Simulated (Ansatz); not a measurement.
```yaml
crystal:
  periodic: [false, false, false]
  atoms:
    - {symbol: Al, position_ang: [-1.694503, 1.491300, 0.834963]}
    - {symbol: C, position_ang: [-0.687156, 0.220780, -0.270622]}
    - {symbol: C, position_ang: [0.684395, -0.204908, 0.268579]}
    - {symbol: Ga, position_ang: [1.697145, -1.501432, -0.831917]}
    - {symbol: H, position_ang: [-3.122713, 2.017160, 0.365485]}
    - {symbol: H, position_ang: [-1.089307, 2.006717, 2.214462]}
    - {symbol: H, position_ang: [-0.593690, 0.656717, -1.275042]}
    - {symbol: H, position_ang: [-1.330383, -0.654865, -0.436449]}
    - {symbol: H, position_ang: [0.598052, -0.642659, 1.271356]}
    - {symbol: H, position_ang: [1.338220, 0.663044, 0.420811]}
    - {symbol: H, position_ang: [1.066350, -2.064461, -2.163295]}
    - {symbol: H, position_ang: [3.133591, -1.987403, -0.398322]}
basis:
  gaussian: {orbitals: aug-cc-pVTZ}
hamiltonian: {xc: {name: PBE1PBE}}
```

```sh
$ ansatz run in.yaml --threads 2 --pin off --events-out ev --progress --plain --max-ram 4352MiB
```

Shortened log:

```
Error: YAML parse error: error: line 18 column 19: hamiltonian.xc: no functional is named "PBE1PBE"; the names, which are not case-sensitive, are SVWN5, SPW92, PBE, PBE0, PBEsol, revPBE, revPBE0, RPBE, rPW86-PBE, HSE06, wPBEh, LC-wPBE, HISS, HF, BLYP, B3LYP, B3LYP5, BHLYP, CAM-B3LYP, r2SCAN, r2SCANh, r2SCAN0, r2SCAN50, m-r2SCAN, B97, wB97, wB97X, wB97X-V, B97M-V, wB97M-V, B2PLYP, B2GP-PLYP, PBE0-DH, PBE-QIDH
16 | basis:
17 |   gaussian: {orbitals: aug-cc-pVTZ}
18 | hamiltonian: {xc: {name: PBE1PBE}}
```

Task: What is wrong with this run?

Result: The method's name isn't one that the program takes here. The program refused the input.

HSE06 is defined as in plane-wave codes.
